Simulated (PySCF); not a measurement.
From one molecule to another.

First species: C8H7N.
Atom-mapped SMILES: `[CH2:1]=[CH:2][CH:3]=[C:4]=[CH:5]/[CH:6]=[CH:7]/[C:8]#[N:9]` (hydrogens: H10, H11 on C1; H12 on C2; H13 on C3; H14 on C5; H15 on C6; H16 on C7)

Geometry (GFN2-xTB, Å), atoms numbered from 1 in this order:
```
atom  x, y, z in Å
C1    -3.8111    0.1573    0.7330
C2    -2.6030    0.3188    0.2073
C3    -1.5942   -0.7259    0.2032
C4    -0.4065   -0.5913   -0.3126
C5     0.7874   -0.4382   -0.8275
C6     1.9167    0.0438   -0.0747
C7     3.1409    0.1967   -0.6058
C8     4.2304    0.6680    0.1406
N9     5.1289    1.0521    0.7439
H10   -4.5422    0.9467    0.7250
H11   -4.1117   -0.7712    1.1902
H12   -2.3170    1.2573   -0.2478
H13   -1.8746   -1.6679    0.6606
H14    0.9591   -0.6864   -1.8693
H15    1.7441    0.2892    0.9650
H16    3.3453   -0.0400   -1.6425
```

Second species: 3-aminophenylacetylene, C₈H₇N.
SMILES: `C#Cc1cccc(N)c1`

Levels: PBE0/pcSseg-1 for dipole moment, HOMO energy, LUMO energy and HOMO–LUMO gap; GFN2-xTB for rotational constant A and rotational constant C. Geometries: GFN2-xTB. Each species is one conformer at its optimised geometry, gas phase, non-relativistic unless stated. Electronic properties by PySCF.

The conformers computed, where there is a choice (atom-mapped SMILES and torsion angles):
- `[CH2:1]=[CH:2][CH:3]=[C:4]=[CH:5]/[CH:6]=[CH:7]/[C:8]#[N:9]`: C1–C2–C3–C4 180°, C4–C5–C6–C7 180°
- `[CH:1]#[C:2][c:3]1[cH:4][cH:5][cH:6][c:7]([NH2:8])[cH:9]1`: H–N8–C7–C6 22°, H–N8–C7–C6 162°

| property | column X | column Y |
| --- | --- | --- |
| dipole moment | 5.20 D | 2.27 D |
| HOMO energy | -7.34 eV | -6.07 eV |
| LUMO energy | -2.07 eV | -0.81 eV |
| HOMO–LUMO gap | 5.27 eV | 5.26 eV |
| rotational constant A | 7.392 GHz | 3.421 GHz |
| rotational constant C | 0.456 GHz | 0.900 GHz |

Task: Which column belongs to which species?

Result: Column X is the first species and column Y the second. The first has 16 atoms and 62 electrons, the second 16 and 62.

Task: How does each property change from the first species to the second?

Result: dipole moment -2.93 D; HOMO energy +1.27 eV; LUMO energy +1.26 eV; HOMO–LUMO gap -0.01 eV; rotational constant A -3.971 GHz; rotational constant C +0.444 GHz.

On the first: The dipole matches unit charges of opposite sign 1.08 Å apart (1 e·Å = 4.8032 D).

On the second: The dipole matches unit charges of opposite sign 0.47 Å apart (1 e·Å = 4.8032 D).
